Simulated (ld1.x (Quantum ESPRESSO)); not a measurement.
**Configuration tests for manganese (TM)**

```json
{
 "Element": "Mn (Z = 25)",
 "Generator": "ld1.x (Quantum ESPRESSO) 7.5",
 "Type": "norm-conserving Troullier–Martins (Kleinman–Bylander form)",
 "Functional": "LDA (PZ)",
 "Relativity": "scalar-relativistic",
 "Frozen core": "[Ne] 3s2",
 "Valence charge": "13",
 "Reference configuration": "3p6 3d5 4s1.75 4p0.25",
 "Partial waves": "4s (bound): rc 2.05 bohr; 3p (bound): rc 1.40 bohr; 3d (bound): rc 1.30 bohr",
 "Local potential": "the d channel",
 "Core correction": "none"
}
```

Occupied shells without a wave of their own: 4p. They enter only through the test configuration that unscreens the potential.

Energies are relative to the spin-unpolarised reference configuration 3p6 3d5 4s1.75 4p0.25; without spin polarisation the order of configurations can differ from experiment. Spin-polarised rows fill each open shell by Hund’s rule, majority spin first. The frozen-core shift is the all-electron ΔE with the core orbitals held at their reference shape minus the fully relaxed ΔE.

| valence configuration | charge | ΔE all-electron (eV) | error AE − PS (meV) | frozen-core shift (meV) |
| --- | --- | --- | --- | --- |
| 3p6 3d5 4s2 4p0 | 0 | -0.960 | +7.3 | -0.1 |
| 3p6 3d5 4s1 4p0 | +1 | 7.694 | +13 | +0.8 |
| 3p6 3d5 4s0 4p0 | +2 | 23.571 | +1.3 | +2.8 |
| 3p6 3d4 4s2 4p0 | +1 | 12.488 | +12 | +22 |
| 3p6 3d5 4s0 4p2 | 0 | 7.122 | -88 | +0.7 |
| 3p6 3d5 4s1.75 4p0.25 (spin-polarised) | 0 | -5.286 | +1217 | +11 |
| 3p6 3d5 4s2 4p0 (spin-polarised) | 0 | -6.014 | +1224 | +11 |

(1) What are ΔE and the potential's error for 3p6 3d6 4s1 4p0?

(2) What are ΔE and the potential's error for 3p6 3d5.5 4s1.5 4p0?

Levels in the configuration 3p6 3d5.5 4s1.5 4p0:

| level | all-electron (eV) | pseudo (eV) |
| --- | --- | --- |
| 3p | -52.237 | -52.176 |
| 3d | -5.128 | -5.100 |
| 4s | -4.780 | -4.793 |

Note: ghost state, extra bound levels that the all-electron valence spectrum of the same l lacks: s at -267.2 eV. A true bound ghost makes a file unfit for plane-wave use.

Answers

(1) ΔE = -1.357 eV all-electron; the error (AE − PS) is -32 meV.

(2) ΔE = -1.465 eV all-electron; the error (AE − PS) is -2.1 meV.

The 4p level has no wave, so the channel is fitted at the deeper level alone: the likely source of the large errors. A variational frozen-core shift is positive and of second order in the change. This column holds negative values, so the frozen-core run of ld1.x carries numerical noise or an error of first order here, and the column gives no more than the rough size of the effect.
